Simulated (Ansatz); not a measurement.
C2H7BBrNO (`CN(C)B(O)Br`), relaxed with RKS PBE0-D4/def2-TZVP in Ansatz from a GFN2-xTB geometry. The force threshold is 0.005 eV/Å; the program also tests the step.

The species carries charge 0 and has multiplicity 1.

Start:

```xyz
13

C    -1.278   -0.111   -0.888
N    -0.098    0.014   -0.060
C     0.040    1.343    0.503
B     0.837   -0.983    0.208
O     1.899   -0.726    1.003
Br    0.629   -2.738   -0.551
H    -2.174    0.100   -0.297
H    -1.232    0.605   -1.714
H    -1.361   -1.113   -1.301
H    -0.828    1.580    1.124
H     0.110    2.085   -0.298
H     0.939    1.384    1.110
H     2.516   -1.441    1.159
```

Task: By how much does the energy fall, and how many steps does the optimiser take? (Estimate.)

Result: The calculation gave: 0.70 kcal/mol, in 5 steps.

Task: Which bonds change most? (Estimate.)

Result: The calculation gave: B4–Br6 from 1.923 to 1.960 Å; B4–O5 from 1.352 to 1.364 Å; C1–N2 from 1.447 to 1.441 Å; N2–C3 from 1.450 to 1.447 Å.

Task: Give the relaxed structure. (An estimate is asked.)

Result: Ansatz gave: 
```xyz
13

C    -1.276   -0.114   -0.887
N    -0.104    0.028   -0.060
C     0.043    1.351    0.507
B     0.834   -0.967    0.211
O     1.909   -0.718    1.013
Br    0.659   -2.768   -0.544
H    -2.184    0.091   -0.309
H    -1.246    0.593   -1.724
H    -1.342   -1.123   -1.289
H    -0.823    1.602    1.130
H     0.114    2.104   -0.286
H     0.940    1.403    1.120
H     2.477   -1.482    1.119
```
